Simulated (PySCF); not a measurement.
SiHCl3, SMILES Cl[SiH](Cl)Cl. Atoms are numbered in the order given.

```xyz
5

Si     0.0000     0.0000     0.5114
Cl    -1.6808    -0.9704    -0.1796
Cl     0.0000     1.9408    -0.1796
Cl     1.6808    -0.9704    -0.1796
H      0.0000     0.0000     1.9997
```
Charge 0, spin multiplicity 1.

Coordinates come from a PBE-D3(BJ)/def2-SVP optimisation. The isomer is the one that the SMILES or the coordinates give; other isomers of the formula were not compared.

Calculation: PySCF with PBE-D3(BJ)/def2-SVP.

Frequencies are harmonic and unscaled.

Modes within 1.5 cm⁻¹ of each other (mostly degenerate sets) share a row, with their intensities summed.

### Question
Give all harmonic wavenumbers and intensities. (The exact figures need the calculation; the answer reports its results.)

### Answer

```json
[
 {"mode": "1–2", "ν (cm⁻¹)": "164", "IR (km/mol)": "3.9", "Raman (Å⁴/amu)": "7.1", "depolarisation": "0.75", "moving atoms (share of kinetic energy)": "Cl 89 %, Si 10 %"},
 {"mode": "3", "ν (cm⁻¹)": "237", "IR (km/mol)": "8.0", "Raman (Å⁴/amu)": "4.6", "depolarisation": "0.55", "moving atoms (share of kinetic energy)": "Cl 62 %, Si 37 %"},
 {"mode": "4", "ν (cm⁻¹)": "481", "IR (km/mol)": "28.1", "Raman (Å⁴/amu)": "13.1", "depolarisation": "0.00", "moving atoms (share of kinetic energy)": "Cl 59 %, Si 39 %"},
 {"mode": "5–6", "ν (cm⁻¹)": "590", "IR (km/mol)": "226.5", "Raman (Å⁴/amu)": "10.2", "depolarisation": "0.75", "moving atoms (share of kinetic energy)": "Si 56 %, Cl 37 %"},
 {"mode": "7–8", "ν (cm⁻¹)": "777", "IR (km/mol)": "281.9", "Raman (Å⁴/amu)": "20.6", "depolarisation": "0.75", "moving atoms (share of kinetic energy)": "H 89 %, Si 10 %"},
 {"mode": "9", "ν (cm⁻¹)": "2239", "IR (km/mol)": "65.8", "Raman (Å⁴/amu)": "151.6", "depolarisation": "0.19", "moving atoms (share of kinetic energy)": "H 97 %"}
]
```
